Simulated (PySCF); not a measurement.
Cost against size for one kind of job: PySCF 2.14.0, density-fitted response routines, TDDFT PBE0/def2-SVPD, vertical, gas phase, core orbitals frozen in the response; work: 6 singlets by full TDDFT, 2 Tamm–Dancoff triplets, polarisability. Hardware: an Arm Neoverse V1 with one thread, no GPU (shared host). Times come from a shared host and carry two figures at best. Peak memory is the resident size of the whole Python process, interpreter and libraries included.

```
   species (SMILES)  atoms  electrons  basis functions  SCF cycles  wall time  peak memory
    [CH3][GeH2][Cl]      8         60              125          10      7.0 s     0.59 GiB
       [NH3+]C1CCC1     15         40              180          12       28 s     0.73 GiB
       SC[n+]1ccoc1     13         60              198          14       25 s     0.82 GiB
       [H]/N=C/CNCC     16         48              200          14       23 s     0.81 GiB
CN[C@@H](C)C(F)(F)F     16         66              233          12          ?            ?
```

Problem. Estimate the withheld figures.

Solution. `CN[C@@H](C)C(F)(F)F`: 36 s, 0.90 GiB.

Problem. With all rows, how does the wall time grow with the number of basis functions N?

Solution. A straight line through log(time) against log(N) has slope 2.6 between N = 125 and 233, and the rows scatter about it by a factor of about 1.2 (standard error of the fit). This is a fit to these rows, whose iteration counts differ, not the method's formal scaling.

Problem. Which species took longest, and how many times the shortest run?

Solution. `CN[C@@H](C)C(F)(F)F`, at 36 s: about 5.1 times the shortest (7.0 s).
